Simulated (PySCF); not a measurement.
**Spinor energies of Ir⁵²⁺ (iridium, charge +52)**

Start: [Ar] 3d7; 3d3/2 filled at m_j = -3/2, -1/2, +1/2, +3/2; 3d5/2 filled at m_j = +1/2, +3/2, +5/2. Calculated with PySCF 2.14 in an uncontracted even-tempered set (15 s from 14 bohr⁻², ratio 2.8; 13 p from 18 bohr⁻², ratio 2.8; 8 d from 18 bohr⁻², ratio 2.8; 3 f from 65 bohr⁻², ratio 3): generalised Hartree-Fock with the X2C-1e Hamiltonian and a Gaussian nucleus; one run each with spin-orbit coupling (SO) switched off, then screened by Boettger's factors.

| spinor shell | electrons | ε, spin-free (eV) | ε, screened SO (eV) | weight of nominal j (screened SO) | rms radius, screened SO (bohr) |
| --- | --- | --- | --- | --- | --- |
| 1s1/2 | 2 | -79699.3 | -79669.8 | 1.000 | 0.0197 |
| 2s1/2 | 2 | -16619.0 | -16608.2 | 1.000 | 0.0792 |
| 2p1/2 | 2 | -14861.1 | -16043.2 | 1.000 | 0.0672 |
| 2p3/2 | 4 | -14861.1 | -14385.9 | 1.000 | 0.0747 |
| 3s1/2 | 2 | -6045.8 | -6042.5 | 1.000 | 0.197 |
| 3p1/2 | 2 | -5515.0 | -5808.1 | 1.000 | 0.188 |
| 3d3/2 | 4 | -4996.7 | -5043.3 | 0.994 | 0.175 |
| 3d5/2 | 3 | -4996.7 | -4959.5 | 0.995 | 0.178 |

(1) Where does 3p3/2 lie, and what is the 3p spin-orbit splitting (screened SO)?

| quantity | spin-free | screened SO |
| --- | --- | --- |
| E (hartree) | -15531.89960 | -15559.27596 |
| M_J | 9/2 | 9/2 |
| ⟨J²⟩ | 24.750 | 24.750 |
| ⟨L²⟩ | 12.000 | 16.100 |
| ⟨S²⟩ | 3.750 | 2.526 |

Each row is a mean over spinors that exchange with the open shell spreads, by up to 43.568 eV (3p3/2).

Breit and QED terms are absent; they matter most for the inner s and p1/2 levels.

Densities and radii are taken from the X2C orbitals without a picture-change correction, which distorts them close to the nucleus.

Without spin-orbit coupling the j labels of p, d and f shells carry no meaning; the spin-free column gives the mean over the occupied spinors of each nl shell.

Answers

(1) At -5394.6 eV, 413.48 eV above 3p1/2.
